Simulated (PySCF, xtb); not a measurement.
B(H)(F)(NMe2) (C2H7BFN), SMILES CN(C)BF.

Coordinates come from a B3LYP-D3(BJ)/def2-SVP optimisation. This is a generated structure with no PubChem entry under its InChIKey; it may be hypothetical. Other conformers were not sampled.

Computed with C-PCM-B3LYP/def2-SVP (PySCF).

The values are the electrostatic part of the solvation free energy, E(continuum) − E(gas) at the gas-phase geometry, in a cavity of scaled van der Waals radii (PySCF's table); cavitation and dispersion terms are not included. In vacuum the orbital gap is 7.88 eV. The dipole moment in vacuum is 2.34 D.

Computed values in water (ε = 78.36), n-hexane (ε = 1.88), N,N-dimethylformamide (ε = 37.22):
```tsv
solvent	ε	ΔG(elec) (kcal/mol)	dipole (D)	gap (eV)
water	78.36	-2.1	2.92	7.70
n-hexane	1.88	-0.9	2.58	7.81
N,N-dimethylformamide	37.22	-2.0	2.91	7.71
```

For comparison, GFN2-xTB/ALPB(water) (xtb, at the GFN2-xTB geometry, all terms of that model) gives -3.2 kcal/mol.
